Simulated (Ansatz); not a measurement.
Basis-set extrapolation for CH$_{6}$Cl$_{2}$SSi$_{2}$, SMILES `C[SiH2]S[SiH](Cl)Cl` (PBE0-D4/def2-TZVP geometry, frozen core, the Gaussian-basis code of Ansatz). Multiplicity 1, RHF reference.

|  | def2-TZVPP | def2-QZVPP |
| --- | --- | --- |
| HF | -1936.012933 | -1936.069352 |
| MP2 correlation | -0.975622 | -1.062302 |
| CCSD(T) correlation | -1.101640 | not run |

Energies in hartree. Use E(X) = E(∞) + A·exp(−7.88·√X) for Hartree–Fock and E(X) = E(∞) + B·X^(−2.97) for correlation, with X = 3 and 4, and add CCSD(T) minus MP2 of the smaller set to the MP2 limit.

Task: What is the CCSD(T) energy at the basis-set limit?

Result: HF limit: -1936.069352 + (-0.056419) × 0.13774 = -1936.07712. MP2 limit: -1.062302 + (-0.086680) × 0.74074 = -1.12651. Higher-order term: -1.101640 − (-0.975622) = -0.12602. Total: -1937.32965 hartree, 5.85 eV below CCSD(T)/def2-TZVPP.
